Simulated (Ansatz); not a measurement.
Two spin states of LaH, each at its own minimum; 2S+1 = 1, 3, 5 were tried, and our sources give no spin for the ground state. No spin–orbit coupling.

Each state is the lowest solution found for its spin in def2 and cc sets. The singlet is a restricted closed-shell determinant, which can mix singlet states where a π or δ shell is part-filled.

Correlated levels freeze the inner cores; with def2 sets outer-core shells near the valence are correlated too.

Programs: Ansatz (Gaussian basis) for Hartree–Fock, density functionals and correlated methods. Each number belongs to the level named beside it. In def2 rows elements past Kr take small-core potentials, without spin–orbit coupling.

Task: One of these levels gives 6.9 kJ/mol for the energy of the multiplicity-3 state above the multiplicity-1 state. Which one is it?
A) CCSD/def2-TZVPP
B) wB97X-V/def2-TZVPP
C) PBE0/def2-TZVPP
D) PBE/def2-TZVPP

Result: B, wB97X-V/def2-TZVPP. The others give -13.5 (PBE/def2-TZVPP), -18.7 (PBE0/def2-TZVPP), 10.1 (CCSD/def2-TZVPP)

Doubts at one or more of the structures used: a restricted determinant that unrestricted orbitals would lower (CCSD/def2-TZVPP).

Ansatz is a first-principles code.
